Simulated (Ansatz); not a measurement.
Complex (SMILES): F (HF) with Cl (HCl), atoms 1 to 2 the first; geometry from B3LYP-D3(BJ)/def2-TZVP, monomers rigid:
```xyz
4

F     -0.1993     0.2587    -0.2561
H     -0.6953    -0.4360     0.1164
Cl    -1.4096    -2.1732     1.4289
H     -0.3348    -2.0986     2.1286
```

How fast the counterpoise-corrected interaction energy converges with the basis for several methods (Ansatz, a quantum-chemistry and plane-wave program): deviation from each method's own reference, in kcal/mol. References: CCSD(T) -3.03 kcal/mol, Hartree-Fock in aug-cc-pV(Q+d)Z plus the correlation part extrapolated as X^-3 from aug-cc-pV(T+d)Z and aug-cc-pV(Q+d)Z; HF -1.46 kcal/mol, the value in aug-cc-pV(5+d)Z; MP2 -3.06 kcal/mol, Hartree-Fock in aug-cc-pV(5+d)Z plus the correlation part extrapolated as X^-3 from aug-cc-pV(Q+d)Z and aug-cc-pV(5+d)Z; PBE -3.41 kcal/mol, the value in aug-cc-pV(5+d)Z; wB97M-V -3.09 kcal/mol, the value in aug-cc-pV(5+d)Z. Cartesian d functions, on some or all atoms, in 6-311G**; all else is spherical. In correlated methods cores are frozen. No added dispersion term, no relativity. Functionals ending in -V hold VV10 correlation. 

```
basis            functions  CCSD(T)     HF   MP2   PBE     wB97M-V
---------------  ---------  -------  -----  ----  ----  ----------
pcseg-1                 42     2.00   0.63  1.85  0.68  (withheld)
6-311G**                57     2.31   0.96  2.21  1.21  (withheld)
def2-SVPD               66     0.88  -0.03  0.82  0.01  (withheld)
pcseg-2                 92     0.76   0.13  0.65  0.13  (withheld)
def2-TZVPPD            125     0.50   0.06  0.44  0.04  (withheld)
aug-cc-pV(T+d)Z        147     0.26   0.01  0.24  0.03  (withheld)
def2-QZVPP             187     0.28   0.01  0.24  0.04  (withheld)
pcseg-3                190     0.24   0.01  0.20  0.02  (withheld)
```

Problem. What belongs in the gaps?

Solution. 
- pcseg-1, wB97M-V: 0.47
- 6-311G**, wB97M-V: 1.15
- def2-SVPD, wB97M-V: -0.05
- pcseg-2, wB97M-V: 0.08
- def2-TZVPPD, wB97M-V: 0.00
- aug-cc-pV(T+d)Z, wB97M-V: -0.02
- def2-QZVPP, wB97M-V: 0.02
- pcseg-3, wB97M-V: 0.00

Mean absolute deviation over 6-311G**, pcseg-2, def2-TZVPPD, aug-cc-pV(T+d)Z: HF 0.29, wB97M-V 0.31, PBE 0.35, MP2 0.88, CCSD(T) 0.96 kcal/mol.
